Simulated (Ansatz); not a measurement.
Breaking a bond: C₃H₁₀O₃Sn, SMILES C[CH](C)[Sn]([OH])([OH])[OH], singlet. The C1–H17 bond (C1 also carries C, H, H; H17 carries nothing else) is varied alone, starting from the PBE0/def2-SVP, def2 effective core potentials past Kr optimised geometry.

RKS-PBE = restricted PBE/def2-SVP, def2 effective core potentials past Kr (Ansatz, an electronic-structure program); UKS-PBE = unrestricted PBE/def2-SVP, def2 effective core potentials past Kr run with Ansatz; RKS-PBE0 = restricted PBE0/def2-SVP, def2 effective core potentials past Kr (Ansatz); UKS-PBE0 = unrestricted PBE0/def2-SVP, def2 effective core potentials past Kr (Ansatz).

Energies relative to the lowest point of each curve near equilibrium, in eV; the last columns give the difference from UKS-PBE0:

| R / Å | RKS-PBE | UKS-PBE | RKS-PBE0 | UKS-PBE0 | RKS-PBE − UKS-PBE0 | UKS-PBE − UKS-PBE0 | RKS-PBE0 − UKS-PBE0 |
|---|---|---|---|---|---|---|---|
| 0.89 | 1.195 | 1.195 | 1.149 | 1.149 | 0.047 | 0.047 | 0.000 |
| 0.97 | 0.404 | 0.404 | 0.372 | 0.372 | 0.031 | 0.031 | 0.000 |
| 1.02 | 0.148 | 0.148 | 0.128 | 0.128 | 0.020 | 0.020 | 0.000 |
| 1.08 | 0.013 | 0.013 | 0.007 | 0.007 | 0.005 | 0.005 | 0.000 |
| 1.10 | 0.000 | 0.000 | 0.000 | 0.000 | 0.000 | 0.000 | 0.000 |
| 1.15 | 0.024 | 0.024 | 0.037 | 0.037 | -0.014 | -0.014 | 0.000 |
| 1.17 | 0.051 | 0.051 | 0.071 | 0.071 | -0.020 | -0.020 | 0.000 |
| 1.24 | 0.212 | 0.212 | 0.253 | 0.253 | -0.040 | -0.040 | 0.000 |
| 1.33 | 0.518 | 0.518 | 0.587 | 0.587 | -0.069 | -0.069 | 0.000 |
| 1.44 | 0.972 | 0.972 | 1.079 | 1.079 | -0.107 | -0.107 | 0.000 |
| 1.59 | 1.637 | 1.637 | 1.798 | 1.798 | -0.161 | -0.161 | 0.000 |
| 1.80 | 2.534 | 2.534 | 2.775 | 2.775 | -0.240 | -0.240 | 0.000 |
| 2.01 | 3.323 | 3.323 | 3.644 | 3.644 | -0.321 | -0.321 | 0.001 |
| 2.29 | 4.181 | 4.150 | 4.609 | 4.347 | -0.166 | -0.197 | 0.262 |
| 2.68 | 5.047 | 4.639 | 5.616 | 4.712 | 0.336 | -0.073 | 0.905 |
| 3.23 | 5.789 | 4.813 | 6.527 | 4.844 | 0.945 | -0.031 | 1.683 |

RKS-PBE is furthest from UKS-PBE0 at 3.23 (0.945 eV, above); its mean absolute difference over the points is 0.158 eV.

UKS-PBE is furthest from UKS-PBE0 at 2.01 (-0.321 eV, below); its mean absolute difference over the points is 0.086 eV.

RKS-PBE0 is furthest from UKS-PBE0 at 3.23 (1.683 eV, above); its mean absolute difference over the points is 0.178 eV.

The restricted form behind RKS-PBE, RKS-PBE0 keeps the bonding electrons paired and can't separate into open-shell fragments. The unrestricted determinant behind UKS-PBE is spin-contaminated at 2.29 to 3.23 Å (<S²> up to 1.0, against 0.00 for a pure singlet). The unrestricted determinant behind UKS-PBE0 is spin-contaminated at 2.01 to 3.23 Å (<S²> up to 1.0, against 0.00 for a pure singlet).
